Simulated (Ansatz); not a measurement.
Program: Ansatz. Geometries: PBE0-D4/def2-TZVP. ΔE: electronic, gas phase. CCSD(T)/CBS is the MP2 limit (def2-TZVPP, def2-QZVPP) plus CCSD(T) − MP2 in def2-TZVPP, frozen cores. This one scheme is used for every species. DFT in def2-TZVPP. B3LYP here is the variant with VWN-RPA as its local correlation; programs differ in this. For Ge outer-core shells are correlated without core-valence functions, which leaves a few kJ/mol of doubt a bond. Scalar relativity is left out up to krypton. Each species was taken in one conformer, which may not be the lowest.

Reaction (redistribution): `N[B]([GeH3])CF` + `C[SiH3]` → `N[BH][GeH3]` + `FCC[SiH3]`

`N[B]([GeH3])CF`:

```xyz
12

N     1.094   -1.148   -0.607
B     0.300   -0.180   -0.007
Ge   -1.566    0.247   -0.791
C     0.836    0.581    1.269
F    -0.076    1.516    1.753
H     2.012   -1.406   -0.277
H     0.806   -1.665   -1.420
H    -1.842   -0.634   -2.033
H    -2.698   -0.023    0.217
H    -1.689    1.714   -1.239
H     1.054   -0.118    2.087
H     1.769    1.117    1.049
```

`C[SiH3]`:

Cartesian coordinates in Å:
```
C -0.934 -0.301 0.109
Si 0.836 0.270 -0.097
H -1.569 0.115 -0.676
H -1.334 0.017 1.074
H -0.999 -1.390 0.057
H 1.378 -0.163 -1.414
H 1.700 -0.300 0.972
H 0.922 1.753 -0.023
```

`N[BH][GeH3]`:

Z-matrix (Å, degrees):
```
Ge
B 1 2.064
H 1 1.542 2 112.0
H 1 1.546 2 112.0 3 -120.2
H 1 1.542 2 112.0 3 119.6
N 2 1.384 1 120.3 3 119.8
H 2 1.198 1 121.6 3 -60.2
H 6 1.008 2 123.0 1 -180.0
H 6 1.007 2 123.6 1 0.0
```

`FCC[SiH3]`:

```xyz
11

F    -0.522   -1.857   -0.595
C     0.268   -1.328    0.417
C     0.715    0.067    0.055
Si   -0.697    1.234   -0.393
H    -0.333   -1.328    1.332
H     1.114   -2.008    0.552
H     1.249    0.495    0.911
H     1.428    0.033   -0.775
H    -1.307    0.891   -1.701
H    -1.744    1.178    0.664
H    -0.170    2.623   -0.466
```

```tsv
level	ΔE (kJ/mol)
PBE-D4	33.4
PBE0-D4	32.8
B3LYP-D4	33.4
ωB97X-V	30.3
ωB97M-V	32.3
r2SCAN	33.7
B3LYP	32.1
CCSD/def2-TZVPP	29.5
```

(1) What does CCSD(T)/CBS give? (Best estimate.)

Largest T1 diagnostic among the species: 0.013.

Results:

(1) Computed: +30.1 kJ/mol. The listed levels differ from it by 3.3, 2.7, 3.3, 0.2, 2.2, 3.6, 2.0, -0.6 kJ/mol.
